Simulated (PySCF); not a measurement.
Mg(OH)(SH) (H2MgOS), SMILES [SH][Mg][OH].

Geometry: ωB97X-D3(BJ)/def2-TZVP. Other conformers were not sampled.

Method: PySCF with ωB97X-D3(BJ)/def2-TZVP.

Frequencies are harmonic and unscaled.

Computed normal modes with their intensities:
```csv
mode,ν (cm⁻¹),IR (km/mol),moving atoms (share of kinetic energy)
1,94,182.5,"H 54 %, O 27 %, Mg 17 %"
2,113,140.3,"Mg 49 %, O 35 %, H 10 %"
3,143,1.4,"Mg 46 %, H 39 %"
4,150,40.1,"H 86 %, Mg 11 %"
5,389,6.0,"S 49 %, O 27 %, Mg 16 %"
6,542,5.8,H 89 %
7,830,174.7,"Mg 51 %, O 45 %"
8,2739,1.8,H 97 %
9,4086,110.8,H 94 %
```
